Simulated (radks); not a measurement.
The numbers below are computed, except where a source is named.
Initial-state core-level shifts of neutral technetium when its valence configuration changes from [Kr] 4d5 5s2. Code: a radial shooting solver on a logarithmic mesh with Libxc functionals. Model: Dirac Kohn-Sham, PBEsol, spin-unpolarised, spherical densities, point nucleus; open shells are shared between the two j in proportion to 2j + 1. Shifts are changes of the shell-averaged eigenvalues in eV (positive: less bound).

valence	2p	3p	3d	4p
4d3 5s2 5p2	-11.111	-10.895	-10.950	-9.441
4d3 5s1 5p3	-12.310	-12.104	-12.159	-10.614
4d6 5s1	+3.319	+3.276	+3.294	+2.888
4d5 5s1 5p1	-1.424	-1.440	-1.437	-1.467
4d5 5s0.5 5p1.5	-2.076	-2.100	-2.095	-2.139
4d4 5s2 5p1	-5.357	-5.280	-5.303	-4.691
4d3 5p4	-13.448	-13.255	-13.308	-11.725
4d5 5p2	-2.699	-2.732	-2.725	-2.780
4d2 5s1 5p4	-18.394	-17.978	-18.076	-15.331
